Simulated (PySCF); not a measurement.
A calculated (MN15, PySCF 2.14, x2c-SVPall, the spin-free X2C one-electron Hamiltonian (Gaussian nucleus)) atom or ion has these occupied shells.

```csv
shell,electrons,orbital energy (eV),"rms radius, mean of both spins (bohr)"
1s,2,-34335.9,0.0305
2s,2,-5302.0,0.124
2p,6,-4789.6,0.110
3s,2,-1075.4,0.330
3p,6,-911.46,0.329
3d,10,-655.31,0.305
4s,2,-196.99,0.766
4p,6,-143.84,0.818
4d,10,-62.624,0.951
5s,2,-22.380,1.99
5p,6,-9.877,2.42
```

(1) Name the element and its charge.

## Answers

(1) Xe (xenon, neutral), in [Xe], closed-shell 1S.
